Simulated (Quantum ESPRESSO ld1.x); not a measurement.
Task: All-electron atom: B2+ in [He] 2s1. Method: Dirac Kohn-Sham, PBE, spin-unpolarised, spherical densities, point nucleus; computed with ld1.x of Quantum ESPRESSO 7.5. Some entries of the table are withheld. Estimate them.

orbital  occ.  eigenvalue (eV)  <r^2> (bohr^2)
1s1/2       2         -211.174          0.1461
2s1/2       1         -31.4751             (1)
2p1/2       0              (2)             (3)
2p3/2       0              (4)             (5)
3s1/2       0         -10.4387           19.74

Result: 
(1) 2s1/2 <r^2> (bohr^2): 3.158
(2) 2p1/2 eigenvalue (eV): -25.4952
(3) 2p1/2 <r^2> (bohr^2): 3.082
(4) 2p3/2 eigenvalue (eV): -25.4884
(5) 2p3/2 <r^2> (bohr^2): 3.084
